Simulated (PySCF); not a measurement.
Job file and geometry (Å, from GFN2-xTB) of an NMR shielding run on SMILES [CH+]1C=C(OC)CC1, [C$_{6}$H$_{9}$O]+, GIAO PBE0/pcSseg-1 NMR shielding, non-relativistic, gas phase (PySCF 2.14.0, density-fitted response routines); density fitting, a coarse starting grid and PySCF grid level 2 are the driver's defaults:

```
$ OMP_NUM_THREADS=1 python probes_run.py task.json out

{"job": {"kind": "nmr", "xc": "PBE0", "basis": "pcSseg-1"}, "charge": 1, "multiplicity": 1}
C      2.631505     0.237425    -0.049578
O      1.532440    -0.671606    -0.000699
C      0.323278    -0.267412     0.003308
C     -0.192453     1.054709    -0.036383
C     -1.548300     1.005009    -0.012442
C     -2.056327    -0.374140     0.045221
C     -0.797614    -1.241480     0.056315
H      3.528544    -0.379026    -0.039670
H      2.601808     0.831610    -0.964431
H      2.626963     0.897548     0.819453
H      0.400494     1.950605    -0.078979
H     -2.200207     1.862516    -0.032892
H     -2.708409    -0.581365    -0.807863
H     -2.681817    -0.519299     0.930361
H     -0.719506    -1.867416     0.948571
H     -0.747997    -1.928734    -0.791704
```

**Question.** Write the output of this run.

**Answer.** 
```
coarse grid: 13184 points
cycle   1  E = -308.4966747993  dE =  1.386e+00  |g| = 4.836e-01  |ddm| = 3.545e+00
cycle   2  E = -308.4516699416  dE =  4.500e-02  |g| = 7.045e-01  |ddm| = 8.226e-01
cycle   3  E = -308.5421299491  dE = -9.046e-02  |g| = 1.079e-01  |ddm| = 4.803e-01
cycle   4  E = -308.5440367152  dE = -1.907e-03  |g| = 4.409e-02  |ddm| = 1.014e-01
cycle   5  E = -308.5444368770  dE = -4.002e-04  |g| = 1.123e-02  |ddm| = 4.230e-02
cycle   6  E = -308.5444619357  dE = -2.506e-05  |g| = 5.294e-03  |ddm| = 1.322e-02
cycle   7  E = -308.5444690305  dE = -7.095e-06  |g| = 6.937e-04  |ddm| = 4.414e-03
final grid: 126808 points
cycle   8  E = -308.5965313805  dE = -2.604e-05  |g| = 1.251e-02  |ddm| = 3.432e-02
cycle   9  E = -308.5964802002  dE =  5.118e-05  |g| = 2.086e-02  |ddm| = 2.090e-02
cycle  10  E = -308.5965612301  dE = -8.103e-05  |g| = 2.424e-03  |ddm| = 1.467e-02
cycle  11  E = -308.5965625660  dE = -1.336e-06  |g| = 2.508e-04  |ddm| = 2.059e-03
cycle  12  E = -308.5965625732  dE = -7.169e-09  |g| = 1.756e-04  |ddm| = 3.376e-04
cycle  13  E = -308.5965625812  dE = -8.048e-09  |g| = 2.939e-05  |ddm| = 1.508e-04
cycle  14  E = -308.5965625814  dE = -1.904e-10  |g| = 7.287e-06  |ddm| = 2.785e-05
converged SCF energy = -308.5965625814

GIAO shielding tensors (ppm)
atom      isotropic    diamagn.    paramagn.     s11        s22        s33       span
  0 C      121.287     246.777    -125.490     88.439     93.231    182.192     93.753
  1 O       63.458     397.201    -333.743   -152.017     10.006    332.385    484.402
  2 C      -45.460     257.594    -303.053   -135.742    -74.738     74.102    209.844
  3 C       54.878     258.173    -203.296    -24.991     32.431    157.192    182.183
  4 C      -32.066     256.982    -289.048   -158.885    -86.187    148.873    307.758
  5 C      145.416     252.439    -107.023    128.055    148.762    159.432     31.378
  6 C      144.630     250.684    -106.054    132.296    138.809    162.785     30.489
  7 H       26.196      26.498      -0.303     22.613     24.916     31.058      8.445
  8 H       27.031      28.769      -1.737     23.925     25.031     32.138      8.213
  9 H       27.032      28.774      -1.742     23.924     25.035     32.137      8.213
 10 H       24.531      32.339      -7.807     22.089     24.227     27.278      5.189
 11 H       21.713      29.727      -8.014     17.524     22.339     25.275      7.751
 12 H       27.972      27.513       0.459     23.256     26.111     34.549     11.293
 13 H       27.969      27.513       0.456     23.256     26.108     34.544     11.288
 14 H       28.125      28.728      -0.603     23.029     27.251     34.095     11.067
 15 H       28.128      28.729      -0.600     23.031     27.254     34.100     11.069
```

**Question.** Turn these shieldings into chemical shifts. Shifts are taken against calculated references (same method and geometry level): 13C (σ = 186.93 ppm) and 1H (σ = 31.72 ppm) against TMS; 17O (σ = 336.08 ppm) against H2O.

**Answer.** Averaging equivalent atoms: C 2: 232.4; C 4: 219.0; C 3: 132.0; C 0: 65.6; C 6: 42.3; C 5: 41.5; O 1: 272.6; H 11: 10.00; H 10: 7.19; H 7/8/9: 4.96; H 12/13: 3.75; H 14/15: 3.59 ppm. Unscaled 17O shifts of doubly bonded oxygen tend to come out too high, by tens of ppm or more. Experimental scales use liquid or dissolved standards, which lie at an offset from isolated H2O (liquid H2O: subtract about 36 ppm).

Size and cost of the density-fitted run: 164 basis functions, 14 s wall time on 1 thread of an Intel Xeon Platinum 8488C, shared host; peak memory 0.74 GiB.
